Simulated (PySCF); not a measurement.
Members of one series of related molecules.

All values: CAM-B3LYP/def2-SVPD (PySCF) at GFN2-xTB geometries, gas phase, one conformer each. Core orbitals are frozen in the response; Δα² is half the sum of the squared differences of the principal polarisabilities.

Question: Rank by HOMO–LUMO gap, highest first.
A. `FC[SiH2][SiH2][Si@H](F)[SiH3]`
B. `[SiH3][Si@@H]([SiH2][C@@H](C#N)F)F`
C. `C[Si@H](F)[SiH2]CF`
D. `FC[SiH2][Si@@H](F)S[SiH3]`

Answer: C (9.97 eV), B (9.16 eV), A (9.01 eV), D (8.88 eV).

Question: Rank by HOMO energy, highest first.
A. `C[Si@H](F)[SiH2]CF`
B. `F[SiH2][SiH2][Si@H](F)[SiH3]`
C. `FC[SiH2][SiH2][Si@H](F)[SiH3]`
D. `N#C[C@@H](F)[SiH2][Si@@H](F)[SiH3]`
E. `FC[SiH2][Si@@H](F)S[SiH3]`

Answer: E (-8.79 eV), C (-9.38 eV), B (-9.51 eV), A (-9.67 eV), D (-9.88 eV).

Question: Rank by dipole moment, lowest first.
A. `[N:1]#[C:2][C@@H:3]([F:4])[SiH2:5][Si@@H:6]([F:7])[SiH3:8]` with C2–C3–Si5–Si6 -68°, C3–Si5–Si6–F7 -173°
B. `[CH3:1][Si@H:2]([F:3])[SiH2:4][CH2:5][F:6]` with C1–Si2–Si4–C5 -52°, Si2–Si4–C5–F6 -47°
C. `[F:1][SiH2:2][SiH2:3][Si@H:4]([F:5])[SiH3:6]` with F1–Si2–Si3–Si4 -15°, Si2–Si3–Si4–F5 -173°
D. `[F:1][CH2:2][SiH2:3][Si@@H:4]([F:5])[S:6][SiH3:7]` with F1–C2–Si3–Si4 45°, C2–Si3–Si4–F5 78°, Si3–Si4–S6–Si7 -166°
E. `[F:1][CH2:2][SiH2:3][SiH2:4][Si@H:5]([F:6])[SiH3:7]` with F1–C2–Si3–Si4 46°, C2–Si3–Si4–Si5 20°, Si3–Si4–Si5–F6 37°
F. `[F:1][CH2:2][SiH2:3][Si@@H:4]([F:5])[SiH3:6]` with F1–C2–Si3–Si4 43°, C2–Si3–Si4–F5 176°

Answer: D (0.92 D), E (1.07 D), C (1.33 D), F (1.64 D), B (1.90 D), A (2.47 D).

All values together:

| SMILES | change | formula | μ (D) | HOMO (eV) | LUMO (eV) | α (Å³) | Δα (Å³) | electrons | α per electron (Å³) |
| --- | --- | --- | --- | --- | --- | --- | --- | --- | --- |
| FC[SiH2][Si@@H](F)[SiH3] | parent | CH8F2Si3 | 1.64 | -9.47 | -0.23 | 14.56 | 4.59 | 74 | 0.197 |
| C[Si@H](F)[SiH2]CF | Si replaced by C | C2H8F2Si2 | 1.90 | -9.67 | 0.29 | 11.79 | 2.36 | 66 | 0.179 |
| N#C[C@@H](F)[SiH2][Si@@H](F)[SiH3] | H on C replaced by CN | C2H7F2NSi3 | 2.47 | -9.88 | -0.72 | 16.37 | 3.59 | 86 | 0.190 |
| FC[SiH2][SiH2][Si@H](F)[SiH3] | SiH2 inserted into a Si-Si bond | CH10F2Si4 | 1.07 | -9.38 | -0.37 | 18.98 | 6.18 | 90 | 0.211 |
| F[SiH2][SiH2][Si@H](F)[SiH3] | C replaced by Si | F2H8Si4 | 1.33 | -9.51 | -0.39 | 16.84 | 5.26 | 82 | 0.205 |
| FC[SiH2][Si@@H](F)S[SiH3] | S inserted into a Si-Si bond | CH8F2SSi3 | 0.92 | -8.79 | 0.09 | 17.25 | 8.02 | 90 | 0.192 |

Conformers: `[F:1][CH2:2][SiH2:3][Si@@H:4]([F:5])[SiH3:6]` with F1–C2–Si3–Si4 43°, C2–Si3–Si4–F5 176°; `[CH3:1][Si@H:2]([F:3])[SiH2:4][CH2:5][F:6]` with C1–Si2–Si4–C5 -52°, Si2–Si4–C5–F6 -47°; `[N:1]#[C:2][C@@H:3]([F:4])[SiH2:5][Si@@H:6]([F:7])[SiH3:8]` with C2–C3–Si5–Si6 -68°, C3–Si5–Si6–F7 -173°; `[F:1][CH2:2][SiH2:3][SiH2:4][Si@H:5]([F:6])[SiH3:7]` with F1–C2–Si3–Si4 46°, C2–Si3–Si4–Si5 20°, Si3–Si4–Si5–F6 37°; `[F:1][SiH2:2][SiH2:3][Si@H:4]([F:5])[SiH3:6]` with F1–Si2–Si3–Si4 -15°, Si2–Si3–Si4–F5 -173°; `[F:1][CH2:2][SiH2:3][Si@@H:4]([F:5])[S:6][SiH3:7]` with F1–C2–Si3–Si4 45°, C2–Si3–Si4–F5 78°, Si3–Si4–S6–Si7 -166°.

Give the shifts from the parent, `FC[SiH2][Si@@H](F)[SiH3]`.

| SMILES | change in μ (D) | change in HOMO (eV) | change in LUMO (eV) | change in mean α (Å³) |
| --- | --- | --- | --- | --- |
| C[Si@H](F)[SiH2]CF | +0.26 | -0.20 | +0.52 | -2.77 |
| N#C[C@@H](F)[SiH2][Si@@H](F)[SiH3] | +0.83 | -0.41 | -0.49 | +1.81 |
| FC[SiH2][SiH2][Si@H](F)[SiH3] | -0.57 | +0.09 | -0.14 | +4.42 |
| F[SiH2][SiH2][Si@H](F)[SiH3] | -0.31 | -0.04 | -0.16 | +2.28 |
| FC[SiH2][Si@@H](F)S[SiH3] | -0.72 | +0.68 | +0.32 | +2.69 |

How closely does the mean polarisability follow the number of electrons in this set?

The correlation coefficient is 0.95; α per electron runs from 0.179 to 0.211 Å³.
